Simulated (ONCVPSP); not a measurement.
**Reading a pseudo-wave (lithium)**

Columns: radius, all-electron u(r) and pseudo u(r) of the 2s shell (level -2.87 eV) of lithium in the configuration [He] 2s1; PBE, scalar-relativistic, ONCV scheme, ONCVPSP 4.0.1.

```csv
r (bohr),all-electron,pseudo
0.165,-0.1617,0.0315
0.330,-0.1869,0.0640
0.495,-0.1483,0.0974
0.660,-0.0813,0.1308
0.825,-0.0043,0.1636
0.990,0.0735,0.1959
1.155,0.1471,0.2290
1.320,0.2142,0.2631
1.485,0.2735,0.2974
1.650,0.3249,0.3304
1.815,0.3691,0.3611
1.980,0.4073,0.3902
2.145,0.4396,0.4190
2.310,0.4659,0.4478
2.475,0.4864,0.4745
2.640,0.5015,0.4960
2.805,0.5118,0.5102
2.970,0.5176,0.5174
3.135,0.5194,0.5194
3.300,0.5176,0.5176
3.465,0.5127,0.5127
3.630,0.5051,0.5051
3.795,0.4952,0.4952
3.960,0.4833,0.4833
4.125,0.4699,0.4699
4.290,0.4552,0.4552
```

How many radial nodes do the two functions have?

The all-electron 2s function has n − l − 1 = 1; the pseudo-wave has 0, since the states of the same l below it are removed with the core.

At about which radius was the pseudo-wave matched?

3.15 bohr. The columns agree to 0.0005 from 2.97 bohr on; several derivatives are matched, so the curves merge somewhat inside the radius.

Is the pseudo-wave norm-conserving?

Yes: the ONCV scheme keeps the norm inside the radius equal to the all-electron one, which fixes the energy derivative of the logarithmic derivative at the level.
